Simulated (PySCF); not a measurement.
An unknown is described by computed data only.

Formula: C4H6Si.

| Property | Result |
| --- | --- |
| Rotational structure | rotational constants A, B, C: 6.690, 4.923, 2.933 GHz [PBE0-D3(BJ)/def2-SVP] |
| UV, strongest line | among the 10 lowest singlet transitions: S9 at 7.20 eV (172 nm, f = 0.143) [TDDFT B3LYP/def2-SVPD] |
| Dipole | 0.62 D [B3LYP/def2-SVPD] |
| UV, first state | lowest singlet excitation: 4.34 eV (285 nm, f = 0.056) [TDDFT B3LYP/def2-SVPD] |
| 13C NMR | chemical shifts (computed TMS as zero) by class: 158.3 (2 C), 134.1 (2 C) ppm [GIAO PBE0/pcSseg-1] |
| Triplet | lowest triplet excitation (Tamm–Dancoff): 2.68 eV [TDA B3LYP/def2-SVPD] |

The electronic properties come from PySCF, for the isolated species, density fitting. Levels stand in brackets. Isolated species at its PBE0-D3(BJ)/def2-SVP geometry, gas phase. NMR values are class means; diastereotopic atoms form classes of their own.

Task: Propose a structure and show how it fits.

Result: Numbering: `[CH:1]1=[CH:2][SiH2:3][CH:4]=[CH:5]1`. Its formula, C4H6Si, gives 3 degrees of unsaturation: 1 ring and 2 π bonds in the structure found. 4 carbons fall into 2 classes; from least to most shielded: alkene CH carbon [C1/C5] (158.3 ppm, 2 C), alkene CH carbon [C2/C4] (134.1 ppm, 2 C). S1 is mainly HOMO→LUMO (weight 0.97); the largest Löwdin shares of the orbital it empties are 0.26 on each of 2 atoms of one kind (alkene CH carbon) and 0.18 on each of 2 atoms of one kind (alkene CH carbon), of the orbital it fills 0.19 on each of 4 atoms of one kind (alkene CH carbon). The optimised geometry has point group C2v and is an asymmetric top. Structure: `C1=C[SiH2]C=C1` (silole). Computed isomers that give other values at the same levels: `C#C[SiH]1CC1` (rotational constant A: 10.887 GHz; this holds for the one conformer computed). The assignments are read from this structure; whether some other isomer fits the data as well wasn't checked.
